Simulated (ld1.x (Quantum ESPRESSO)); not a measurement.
## Zr (Z = 40), TM: configuration errors across variants

zirconium (Zr), norm-conserving Troullier–Martins (Kleinman–Bylander form), made with ld1.x (Quantum ESPRESSO) 7.5 (PBE, scalar-relativistic). Core [Kr], reference 4d2 5s1 5p0 (charge +1). Waves: 5s (bound): rc 3.25 bohr; 4d (bound): rc 2.90 bohr; 5p (bound, empty): rc 3.05 bohr. Local part: the p channel. Core correction: none.

All-electron excitation energies from the reference (eV): (1) 4d2 5s2 5p0 -7.137; (2) 4d2 5s0 5p0 12.940; (3) 4d1 5s0 5p0 35.567; (4) 4d2 5s0 5p2 -0.923; (5) 4d1 5s2 5p1 -4.134; (6) 4d2 5s1 5p1 -4.096; (7) 4d2 5s0 5p1 3.715.

Tests that are not counted but printed errors over 1 eV. “local potential the d channel”: 4d2 5s1 5p1 (pseudo-atom not self-consistent, printed error +1.1 eV).

4 further variants failed, have other tests or another functional or relativity, and are left out.

A true bound ghost makes a file unfit for plane-wave use even where its test errors are small: the radial tests pick states by their node count and pass the ghost by. Where a test does run into it, the solver fails or the error is huge.

Errors AE − PS in meV (a dash: test not solved or not reliable):

```tsv
change	(1)	(2)	(3)	(4)	(5)	(6)	(7)	bound ghosts
base	-42	+101	+297	+17	+82	+4.8	+14	s
all radii scaled by about 1.10 (s 3.56, p 3.34, d 3.18 bohr)	+23	+92	+303	+7.5	+124	+11	+6.7	none
type PAW; waves now 5s (bound): rcut 2.85, rcutus 3.25 bohr; 5s channel at 1.2 Ry: rcut 2.85, rcutus 3.25 bohr; 5p (bound): rcut 2.65, rcutus 3.05 bohr; 5p channel at 0.4 Ry: rcut 2.65, rcutus 3.05 bohr; 4d (bound): rcut 2.50, rcutus 2.90 bohr; 4d channel at -0.15 Ry: rcut 2.50, rcutus 2.90 bohr; local potential all-electron potential smoothed inside 2.40 bohr (lloc = -1); core correction a·sin(br)/r model core, default radius (ld1.x builds one for every PAW set, though the input has nlcc=.false.); augmentation PSQ, inside the norm-conserving radii	–	–	–	–	–	–	–	p
wave 4d (bound): rc 2.90 bohr becomes 4d (bound): rc 4.10 bohr	-46	+61	+476	+12	+242	+5.2	+6.5	s
wave 5p (bound): rc 3.05 bohr becomes 5p (bound): rc 4.12 bohr	+22	+100	+295	+11	+87	+10	+11	none
wave 5s (bound): rc 3.25 bohr becomes 5s (bound): rc 3.30 bohr	-42	+101	+297	+17	+82	+4.8	+14	s
local potential the d channel	+21	+114	+362	+12	+89	–	+12	s, p
core correction a·sin(br)/r model core inside 1.54 bohr	-55	-23	-289	-7.1	-201	-5.9	-6.8	s
```

Q: Give the same row for: core correction a·sin(br)/r model core inside 1.64 bohr.

A: -55, -23, -288, -7.1, -199, -5.9, -6.8; bound ghosts: s.
